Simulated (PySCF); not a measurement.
# Working out the ionisation energy of Zn

Zn [Ar] 3d10 4s2 (1S) → Zn⁺ [Ar] 3d10 4s1 (2S). Calculation: PySCF 2.14, in ANO-RCC-VTZP (6s5p3d2f1g, 59 functions); scalar relativity by spin-free X2C-1e. Frozen: [Ne]. Energies in hartree (1 hartree = 27.21139 eV):

```csv
part,Zn (lower),Zn⁺ (upper)
UHF,-1794.266445,-1793.980569
MP2 opposite-spin,-0.551495,-0.513200
MP2 same-spin,-0.289020,-0.276785
```

Q: What does Hartree-Fock give?

A: (-1793.980569) − (-1794.266445) = 0.285876 hartree = 7.779 eV.

Q: What do MP2 and SCS-MP2 (6/5 opposite-spin, 1/3 same-spin) give?

A: The opposite-spin parts differ by 1.042 eV and the same-spin parts by 0.333 eV. MP2: 7.779 + (1.042) + (0.333) = 9.154 eV. SCS-MP2: 7.779 + 1.2 × (1.042) + (0.333)/3 = 9.140 eV.

Measured between the centres of the two terms (NIST): 9.394 eV, so MP2 (valence and next inner shell) is off by -0.240 eV.

What remains against the reference includes basis incompleteness, the frozen core and correlation beyond second order.
